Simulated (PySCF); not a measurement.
A structure optimised at B3LYP-D3(BJ)/def2-TZVP, used in a PySCF frequency run:

```xyz
2

Sb     0.0000     0.0000    -1.2440
Sb     0.0000     0.0000     1.2440
```

Write its SMILES, formula and point group.

[Sb]#[Sb], Sb2, D∞h

What are its rotational constants (standard atomic weights)?

1.3411 GHz (linear rotor, B only)
